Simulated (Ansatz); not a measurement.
Basis sets compared for `c1ccc2cc3ccccc4cc(c1)c2c43`. The state is a singlet with charge 0. Geometry PBE-D4/def2-SVP. Ansatz on 4 threads of Arm Neoverse V2 on a shared host; times are rough, and most runs start from earlier orbitals.

```csv
atom,x (Å),y (Å),z (Å)
C1,2.304,2.659,-0.948
C2,3.196,1.712,-0.356
C3,2.999,0.452,0.227
C4,1.746,-0.188,0.352
C5,1.372,-1.455,0.911
C6,-0.047,-1.613,0.777
C7,-0.917,-2.660,1.155
C8,-2.304,-2.659,0.947
C9,-3.196,-1.713,0.354
C10,-2.999,-0.452,-0.227
C11,-1.746,0.189,-0.350
C12,-1.372,1.456,-0.909
C13,0.047,1.614,-0.775
C14,0.917,2.661,-1.154
C15,0.527,0.420,-0.123
C16,-0.527,-0.418,0.126
H17,2.817,3.565,-1.312
H18,4.248,2.047,-0.364
H19,3.894,-0.067,0.610
H20,2.058,-2.183,1.366
H21,-0.487,-3.547,1.648
H22,-2.816,-3.566,1.310
H23,-4.247,-2.049,0.360
H24,-3.894,0.066,-0.612
H25,-2.058,2.183,-1.365
H26,0.487,3.547,-1.648
```

Binding counts from free atoms (C triplet, H doublet) in the same basis, without a counterpoise term.

```tsv
level	functions	energy (Eh)	HOMO (eV)	LUMO (eV)	binding per atom (eV)	wall time
PBE-D4/def2-SVP	274	-614.4983	-4.58	-2.77	5.75	5.5 s
PBE0-D4/def2-SVP	274	-614.5390	-5.47	-2.14	5.62	11 s
```

(1) Estimate the rows for PBE-D4/def2-TZVP (with forces), PBE0-D4/def2-TZVP.

Results:

(1) 
| level | functions | energy (Eh) | HOMO (eV) | LUMO (eV) | binding per atom (eV) | wall time |
| --- | --- | --- | --- | --- | --- | --- |
| PBE-D4/def2-TZVP (with forces) | 556 | -615.1342 | -4.67 | -2.85 | 5.65 | 20 s |
| PBE0-D4/def2-TZVP | 556 | -615.1695 | -5.50 | -2.20 | 5.52 | 37 s |
